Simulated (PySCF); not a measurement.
A structure optimised at PBE0-D3(BJ)/def2-SVP (Å):
```
C 
C   1  1.5278
C   2  1.5273  1  112.25
Si  2  1.8940  1  110.92  3  -125.41
C   4  1.8688  2  110.70  1   -56.72
C   5  1.3807  4  127.91  2   111.13
C   6  1.4218  5  113.65  4  -176.40
C   7  1.3715  6  112.29  5     0.19
S   8  1.7138  7  111.36  6    -0.28
H   1  1.1031  2  111.11  3   -57.55
H   1  1.1011  2  111.85  3  -177.98
H   1  1.1032  2  111.27  3    61.79
H   2  1.1070  1  108.31  3   119.83
H   3  1.1030  2  111.07  1    56.61
H   3  1.1031  2  111.35  1   -62.59
H   3  1.1015  2  112.15  1   176.92
H   4  1.4972  2  110.44  1    61.19
H   4  1.4970  2  109.49  1  -178.69
H   6  1.0919  5  122.62  4     3.63
H   7  1.0912  6  124.29  5  -179.74
H   8  1.0898  7  128.12  6  -179.75
```
Z-matrix in Å and degrees, rows numbered from 1.

Charge 0, singlet.

Problem. Which heavy atoms are bonded, and with what formal order?

Solution. C1–C2 (single); C2–C3 (single); C2–Si4 (single); Si4–C5 (single); C5–C6 (aromatic); C6–C7 (aromatic); C7–C8 (aromatic); C8–S9 (aromatic); C5–S9 (aromatic). Hydrogens: H10, H11, H12 on C1; H13 on C2; H14, H15, H16 on C3; H17, H18 on Si4; H19 on C6; H20 on C7; H21 on C8. The orders are those of one drawing; other resonance forms can be drawn.

Problem. Give the structure as a SMILES string.

Solution. `CC(C)[SiH2]c1cccs1`, C7H12SSi. Among its features: aromatic ring with sulfur, Si–H bond and C–Si bond.

Problem. What is the point group of this geometry?

Solution. C1 (no symmetry element, even within 0.4 Å).

Problem. Which rings does it hold (smallest set)?

Solution. C5–C6–C7–C8–S9 (5 members, 0.00 Å rms from planarity).

Problem. Classify the heavy atoms.

Solution. C1/C3: methyl carbon; C2: sp3 carbon bound to silicon; Si4: SiH2 silicon; C5: substituted aromatic carbon; C6: aromatic CH carbon; C7: aromatic CH carbon; C8: aromatic CH next to a ring sulfur; S9: thiophene-type sulfur.

Problem. What is the arrangement about C6?

Solution. It has 3 neighbours (C5, C7, H19) and is planar (angles 123.7°, 122.6° and 113.6°, sum 360.0°, 0.00 Å off the plane of its three neighbours).

Problem. What is the arrangement about C2?

Solution. It has 4 neighbours (C1, C3, Si4, H13) and is distorted tetrahedral (angles from 105.0° to 112.2°).

These are computed values.
